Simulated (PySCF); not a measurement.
# Spinor energies of I²⁸⁺ (iodine, charge +28)

Start: [Ar] 3d7; 3d3/2 filled at m_j = -3/2, -1/2, +1/2, +3/2; 3d5/2 filled at m_j = +1/2, +3/2, +5/2. Calculated with PySCF 2.14 in an uncontracted even-tempered set (16 s from 4.3 bohr⁻², ratio 2.8; 12 p from 5.6 bohr⁻², ratio 2.8; 8 d from 5.6 bohr⁻², ratio 2.8; 3 f from 22 bohr⁻², ratio 3): generalised Hartree-Fock with the X2C-1e Hamiltonian and a Gaussian nucleus; one run each with spin-orbit coupling (SO) switched off, then screened by Boettger's factors.

```csv
spinor shell,electrons,"ε, spin-free (eV)","ε, screened SO (eV)",weight of nominal j (screened SO),"rms radius, screened SO (bohr)"
1s1/2,2,-34450.4,-34446.2,1.000,0.0311
2s1/2,2,-6336.0,-6334.3,1.000,0.126
2p1/2,2,-5796.3,-6009.0,1.000,0.109
3s1/2,2,-2072.7,-2072.2,1.000,0.322
3p1/2,2,-1891.7,-1942.6,0.990,0.313
3p3/2,4,-1891.7,-1868.1,0.995,0.324
3d3/2,4,-1651.9,-1659.0,0.884,0.290
3d5/2,3,-1651.9,-1644.8,0.879,0.292
```

Problem. Where does 2p3/2 lie, and what is the 2p spin-orbit splitting (screened SO)?

Solution. At -5699.1 eV, 309.87 eV above 2p1/2.

```tsv
quantity	spin-free	screened SO
E (hartree)	-6651.20016	-6653.75662
M_J	9/2	9/2
⟨J²⟩	24.751	24.751
⟨L²⟩	12.000	14.011
⟨S²⟩	3.750	3.072
```

Each row is a mean over spinors that exchange with the open shell spreads, by up to 31.038 eV (3p3/2).

Rows whose weight is well below 1 are mixtures of j = l ± 1/2: exchange outweighs spin-orbit coupling there, and the label is only the starting occupation.

Breit and QED terms are absent; they matter most for the inner s and p1/2 levels.

Densities and radii are taken from the X2C orbitals without a picture-change correction, which distorts them close to the nucleus.

Without spin-orbit coupling the j labels of p, d and f shells carry no meaning; the spin-free column gives the mean over the occupied spinors of each nl shell.
